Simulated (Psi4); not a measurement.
Pair of molecules, SMILES [GeH4] with SMILES CN, pulled apart as rigid monomers along the line of their centres of mass from the B3LYP-D3(BJ)/def2-TZVP minimum (SMILES order as in the coordinates).
Starting geometry (charge 0, multiplicity 1):
```xyz
12

Ge     0.10565     0.26755     0.49319
H      0.53968     1.70023     0.82416
H     -1.31362    -0.01193     1.00408
H      1.09898    -0.75566     1.05850
H      0.09337     0.11522    -1.04620
C     -0.30995    -0.92555     4.07278
N      0.08051     0.42391     3.66794
H      0.41380    -1.64020     3.67822
H     -1.27671    -1.16608     3.62803
H     -0.38553    -1.08014     5.15669
H      0.98559     0.67086     4.04931
H     -0.58327     1.11107     4.00383
```

Calculation: Psi4 with SAPT0/aug-cc-pVDZ.

```
Ge1···N7 (Å)  electrostatics (kcal/mol)  exchange (kcal/mol)  induction (kcal/mol)  dispersion (kcal/mol)  total
------------  -------------------------  -------------------  --------------------  ---------------------  -----
2.87                             -11.90                17.99                 -3.18                  -5.61  -2.69
3.18                              -5.58                 7.18                 -1.43                  -3.36  -3.19
3.65                         (withheld)                 1.75                 -0.47                  -1.61  -2.34
4.43                              -0.53           (withheld)                 -0.10                  -0.52  -1.00
5.69                              -0.13                 0.00                 -0.02                  -0.11  -0.26
```

Problem. Some entries are withheld; supply them.

Solution. 
- 4.43, exchange (kcal/mol): 0.16
- 3.65, electrostatics (kcal/mol): -2.01
